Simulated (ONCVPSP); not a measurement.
**What one change does to a pseudopotential (cobalt (Co), ONCV)**

Co, optimised norm-conserving Vanderbilt (ONCV), made with ONCVPSP 4.0.1 (PBEsol, scalar-relativistic). Core [Ne], reference 3s2 3p6 3d7 4s0.5 (charge +1.5). Waves: 3s+4s: rc 1.35 bohr, ncon 3, nbas 7, qcut 6.8 1/bohr, 3 projectors, debl 2.3 Ha; 3p: rc 1.00 bohr, ncon 4, nbas 9, qcut 14.4 1/bohr, 2 projectors, debl 1.7 Ha; 3d: rc 1.00 bohr, ncon 4, nbas 8, qcut 16.6 1/bohr, 2 projectors, debl 3.7 Ha. Local part: polynomial inside 0.60 bohr (lpopt 5, dvloc0 0 Ha). Core correction: none.

In the p channel the program set the typed energies aside and used -2.914, 0.250 Ha.

Change: d: qcut 20.7.

Cutoffs: the cutoffs (Ha) at which the residual kinetic energy of the hardest occupied pseudo-wave falls to 1 and 0.1 mHa per electron; they do not see the model core or the augmentation charge, which bear on the density cutoff. Errors are all-electron minus pseudo energies relative to the spin-unpolarised reference configuration.

Problem. What does the change do?

Solution. The potential gets harder (99 Ha and 113 Ha → 113 Ha and 130 Ha); the errors of the 4 common tests hardly move; neither file shows a bound ghost. The waves are optimised to have the least kinetic energy above qcut, so the cutoff follows it (qcut²/2 in Ha).

| quantity | base | changed |
| --- | --- | --- |
| cutoff, loose | 99 Ha | 113 Ha |
| cutoff, tight | 113 Ha | 130 Ha |
| loose cutoff by channel | s 14 Ha, p 47 Ha, d 99 Ha | s 14 Ha, p 47 Ha, d 113 Ha |
| bound ghosts | none | none |
| GHOST(+) flags under 300 eV | none | none |
| error for 3s2 3p6 3d7 4s2, meV [ΔE -16.40 eV] | +2.9 | +2.9 |
| error for 3s2 3p6 3d7 4s1, meV [ΔE -7.35 eV] | +0.8 | +0.8 |
| error for 3s2 3p6 3d7 4s0, meV [ΔE 9.35 eV] | -0.2 | -0.2 |
| error for 3s2 3p6 3d7 4s0 4p2, meV [ΔE -7.38 eV] | +0.7 | +0.7 |
| s: phases at 1.37 bohr within 0.05 rad from the reference energy up to (Ha; the scan ends near 5) | to the end of the scan | to the end of the scan |
| p: phases at 1.01 bohr within 0.05 rad from the reference energy up to (Ha; the scan ends near 5) | to the end of the scan | to the end of the scan |
| d: phases at 1.01 bohr within 0.05 rad from the reference energy up to (Ha; the scan ends near 5) | to the end of the scan | to the end of the scan |
